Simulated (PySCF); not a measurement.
Chromium: a sound run and one with changed settings

Sound run: Cr [Ar] 3d5 4s1, Cr⁺ [Ar] 3d5. Computed with PySCF 2.14 in Sapporo-DKH3-DZP-2012 (6s5p3d1f, 43 functions), with the spin-free X2C one-electron Hamiltonian (Gaussian nucleus). The sound run starts from symmetry-adapted Hartree-Fock orbitals and uses a fine grid where one is needed.

Changed run: initial guess minao, at most 8 SCF cycles. This setting is unsound on purpose.

| species | method | sound run (hartree) | changed run (hartree) | converged |
| --- | --- | --- | --- | --- |
| Cr | UHF | -1049.63184 | -1049.63184 | no |
| Cr | M06-2X | -1050.72932 | -1050.72932 | yes |
| Cr | B3LYP | -1050.78202 | -1050.78202 | yes |
| Cr⁺ | UHF | -1049.41088 | -1049.38059 | no |
| Cr⁺ | M06-2X | -1050.48618 | -1050.48618 | yes |
| Cr⁺ | B3LYP | -1050.52076 | -1050.52076 | no |

Ionisation energy of Cr:

```json
{"method": "M06-2X", "sound run (eV)": "6.616", "changed run (eV)": "6.616"}
```

The SCF was stopped early; the energies are upper bounds that still move, and correlated levels were skipped or rest on poor orbitals.

For comparison, NIST gives 6.767 eV between the lowest levels.
